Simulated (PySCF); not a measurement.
CH4OSn, neutral, multiplicity 1. Atoms are numbered in the order given.

```xyz
7

Sn     0.3785     0.1110     0.0000
C     -0.7254    -1.7806     0.0000
H     -0.4738    -2.3816    -0.8895
H     -1.8023    -1.5553     0.0000
H     -0.4738    -2.3816     0.8895
O     -1.3311     1.1667     0.0000
H     -1.1736     2.1183     0.0000
```
Charge 0, spin multiplicity 1.

Geometry optimised at PBE0-D3(BJ)/def2-SVP. The def2 effective core potentials stand for the cores of Sn; spin–orbit coupling is left out. One conformer was computed; it need not be the lowest.

All values below come from PySCF with CAM-B3LYP/def2-TZVPD.

Symmetry labels are those of the subgroup Cs that the program uses (full group Cs).

Computed valence orbital energies around the gap with their symmetry:
```json
[
 {"orbital": "HOMO−7", "symmetry": "A'", "energy (eV)": "-20.44"},
 {"orbital": "HOMO−6", "symmetry": "A'", "energy (eV)": "-15.13"},
 {"orbital": "HOMO−5", "symmetry": "A'", "energy (eV)": "-12.84"},
 {"orbital": "HOMO−4", "symmetry": "A\"", "energy (eV)": "-12.41"},
 {"orbital": "HOMO−3", "symmetry": "A'", "energy (eV)": "-12.15"},
 {"orbital": "HOMO−2", "symmetry": "A'", "energy (eV)": "-10.21"},
 {"orbital": "HOMO−1", "symmetry": "A\"", "energy (eV)": "-10.13"},
 {"orbital": "HOMO", "symmetry": "A'", "energy (eV)": "-7.61"},
 {"orbital": "LUMO", "symmetry": "A\"", "energy (eV)": "-1.30"},
 {"orbital": "LUMO+1", "symmetry": "A'", "energy (eV)": "0.28"},
 {"orbital": "LUMO+2", "symmetry": "A'", "energy (eV)": "0.79"},
 {"orbital": "LUMO+3", "symmetry": "A'", "energy (eV)": "1.11"}
]
```
